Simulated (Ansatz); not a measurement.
Relaxation of Ta(NH)(OSiH3)3 (TaSi₃NO₃H₁₀) (charge 0, singlet) with RKS PBE-D4/def2-SVP in Ansatz.

Positions (Å) and forces (eV/Å) at steps 25, 28, 29 of 29:

```xyz
18
step=25 energy=-32953.7428 eV
Ta    0.012   -0.015    0.104   -0.003   -0.002   -0.002
N     0.343   -0.181    1.850    0.001    0.000    0.008
H     0.532   -0.275    2.848   -0.001    0.001   -0.007
O     1.445   -0.863   -0.870    0.008   -0.001   -0.002
Si    2.909   -1.681   -1.033    0.023   -0.017    0.003
H     3.346   -2.236    0.297   -0.009    0.013   -0.028
H     3.952   -0.725   -1.547   -0.021   -0.020    0.007
H     2.731   -2.806   -2.016    0.002    0.024    0.019
O    -0.074    1.862   -0.324   -0.002    0.003    0.003
Si   -0.016    3.514    0.005    0.003   -0.002    0.000
H     0.275    3.743    1.463   -0.002    0.000    0.000
H    -1.341    4.129   -0.348    0.001   -0.001    0.000
H     1.067    4.140   -0.829   -0.002    0.000   -0.001
O    -1.670   -0.876   -0.281    0.004    0.003    0.000
Si   -3.067   -1.741    0.093   -0.002   -0.006    0.001
H    -3.117   -2.037    1.567   -0.001    0.002    0.000
H    -3.064   -3.031   -0.680   -0.002    0.002   -0.002
H    -4.266   -0.924   -0.300    0.002   -0.001    0.000
18
step=28 energy=-32953.7403 eV rejected
Ta    0.015   -0.012    0.098   -0.008    0.004    0.003
N     0.341   -0.188    1.844   -0.003    0.001   -0.012
H     0.526   -0.289    2.842    0.002    0.000    0.008
O     1.452   -0.853   -0.875    0.015   -0.006   -0.003
Si    2.911   -1.683   -1.029    0.105   -0.069   -0.024
H     3.451   -2.039    0.341   -0.048    0.034   -0.164
H     3.901   -0.799   -1.757   -0.111   -0.120    0.088
H     2.672   -2.947   -1.829    0.044    0.161    0.102
O    -0.075    1.869   -0.317    0.004    0.003    0.004
Si   -0.018    3.516    0.032    0.002   -0.005   -0.001
H     0.277    3.728    1.492   -0.002    0.000    0.000
H    -1.344    4.135   -0.310    0.000    0.000    0.000
H     1.062    4.154   -0.797   -0.001   -0.001   -0.001
O    -1.665   -0.871   -0.297   -0.008   -0.009    0.003
Si   -3.065   -1.737    0.066    0.012    0.004   -0.001
H    -3.112   -2.055    1.535   -0.002    0.002    0.000
H    -3.068   -3.015   -0.726   -0.001    0.001   -0.002
H    -4.262   -0.911   -0.313    0.000   -0.001    0.000
18
step=29 energy=-32953.7433 eV
Ta    0.015   -0.014    0.102   -0.002    0.000   -0.001
N     0.343   -0.185    1.849   -0.001    0.000   -0.004
H     0.529   -0.283    2.847    0.001    0.000    0.002
O     1.449   -0.858   -0.871    0.006   -0.002    0.001
Si    2.910   -1.683   -1.031    0.020   -0.007   -0.002
H     3.404   -2.136    0.317   -0.009    0.004   -0.015
H     3.926   -0.766   -1.656   -0.014   -0.008    0.004
H     2.701   -2.877   -1.921   -0.001    0.014    0.013
O    -0.074    1.865   -0.319    0.002    0.001    0.002
Si   -0.017    3.515    0.019   -0.002   -0.002   -0.002
H     0.274    3.737    1.478    0.001    0.000    0.000
H    -1.343    4.131   -0.330   -0.001    0.000    0.000
H     1.063    4.147   -0.813    0.001    0.000    0.001
O    -1.666   -0.874   -0.288   -0.001   -0.004    0.001
Si   -3.066   -1.739    0.079    0.002    0.006    0.000
H    -3.117   -2.044    1.551    0.001   -0.002    0.000
H    -3.067   -3.022   -0.705    0.001    0.000    0.001
H    -4.262   -0.915   -0.307    0.000    0.000   -0.002
```

In the def2 sets Ta takes a core potential; there is no spin–orbit coupling.
